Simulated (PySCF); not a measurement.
Ionisation energy of Zr²⁴⁺ by level of theory

Zr²⁴⁺ [Ne] 3s2 3p4 [3p1/2^2 3p3/2^2, M_J = 2] → Zr²⁵⁺ [Ne] 3s2 3p3 [3p1/2^2 3p3/2^1, M_J = 3/2], as a difference of total energies. Computed with PySCF 2.14 in an even-tempered Gaussian basis (19 s from 3.2 bohr⁻², ratio 2.4; 13 p from 4.2 bohr⁻², ratio 2.4; 5 d from 17 bohr⁻², ratio 2.6; 4 f from 26 bohr⁻², ratio 2.6), with the two-component X2C-1e Hamiltonian. Correlated levels: 1s2 frozen; the 50 highest virtual spinors dropped. "Screened" scales the spin-orbit matrix elements by Boettger's factors to mimic the two-electron term; Breit and QED terms are absent.

```json
{"method": "GHF (spin-free)", "ionisation energy (eV)": "1204.2"}
{"method": "GMP2 (spin-free)", "ionisation energy (eV)": "1205.4"}
{"method": "GHF (screened spin-orbit)", "ionisation energy (eV)": "1206.5"}
{"method": "GMP2 (screened spin-orbit)", "ionisation energy (eV)": "1207.0"}
```

Breit and QED terms and the two-electron picture change are absent.

The spin-free rows relax to the high-spin LS determinant and lack the spin-orbit shift.

The labels give the starting determinants; with spin-orbit coupling the two ends relaxed to ⟨J²⟩ = 6.00, ⟨L²⟩ = 2.80, ⟨S²⟩ = 1.61 and ⟨J²⟩ = 3.76, ⟨L²⟩ = 1.14, ⟨S²⟩ = 2.48.

For comparison: 1205.4 ± 1.7 eV (semi-empirical (NIST evaluation); NIST Atomic Spectra Database, ionization energies).
